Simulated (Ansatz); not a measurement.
Reaction (redistribution): `[F][Ge]([Cl])([Cl])[Cl]` + `[NH2][SnH3]` → `[NH2][Ge]([Cl])([Cl])[Cl]` + `[F][SnH3]`

Isolated molecules relaxed with PBE0-D4/def2-TZVP in Ansatz; ΔE leaves out vibrations. CBS: MP2 limit from def2 TZ/QZ plus the TZ coupled-cluster correction, frozen cores. Functionals use def2-TZVPP. Elements past krypton have def2 core potentials. For Ge, Sn outer-core shells are correlated without core-valence functions, which leaves a few kJ/mol of doubt a bond. Scalar relativity is left out up to krypton. One conformer a species, not always the lowest.

`[F][Ge]([Cl])([Cl])[Cl]`:

Cartesian coordinates in Å:
```
F 1.192 -0.634 -1.117
Ge 0.028 -0.015 -0.026
Cl -1.876 -0.536 -0.760
Cl 0.386 -0.891 1.855
Cl 0.270 2.076 0.048
```

`[NH2][SnH3]`:

```xyz
7

N     0.017   -1.271    0.185
Sn    0.162    0.723   -0.177
H    -0.118   -1.486    1.165
H    -0.740   -1.711   -0.324
H     1.497    1.267    0.733
H     0.424    0.876   -1.854
H    -1.243    1.602    0.273
```

`[NH2][Ge]([Cl])([Cl])[Cl]`:

```xyz
7

N    -0.151    1.210    0.209
Ge    0.155   -0.516   -0.215
Cl   -0.603   -0.859   -2.168
Cl    2.250   -0.849   -0.150
Cl   -0.754   -1.959    1.078
H    -1.122    1.485    0.139
H     0.225    1.488    1.105
```

`[F][SnH3]`:

Z-matrix (Å, degrees):
```
Sn
F 1 1.926
H 1 1.701 2 104.7
H 1 1.701 2 104.7 3 -120.0
H 1 1.701 2 104.7 3 120.0
```

Question: Is it downhill or uphill in electronic energy at CCSD(T)/CBS, and by how much? (An estimate is asked.)

Answer: The calculation gave: Downhill: ΔE = -32.4 kJ/mol.

Question: What do these levels give: revPBE-D4, r2SCAN0-D4, CAM-B3LYP-D4, ωB97X-V, PBE, BLYP, PBE0, SCS-MP2/def2-TZVPP, CCSD/def2-TZVPP, CCSD(T)/def2-TZVPP, SCS-MP2/def2-QZVPP, HF/CBS(def2)? (Estimate.)

Answer: The calculation gave: revPBE-D4 -32.3, r2SCAN0-D4 -31.7, CAM-B3LYP-D4 -33.6, ωB97X-V -32.2, PBE -29.8, BLYP -30.5, PBE0 -30.6, SCS-MP2/def2-TZVPP -27.1, CCSD/def2-TZVPP -26.5, CCSD(T)/def2-TZVPP -25.7, SCS-MP2/def2-QZVPP -30.8, HF/CBS(def2) -33.2 kJ/mol.

Largest T1 diagnostic among the species: 0.014.

Leaving LDA and LC-ωPBE aside and taking each functional with its dispersion term where it has one, the values, not all of them listed here, spread over 4.7 kJ/mol, from BHLYP-D4 to PBE-QIDH. At CCSD(T), def2-SVP lies +5.6 kJ/mol from the extrapolated value and def2-TZVPP +6.7 kJ/mol.
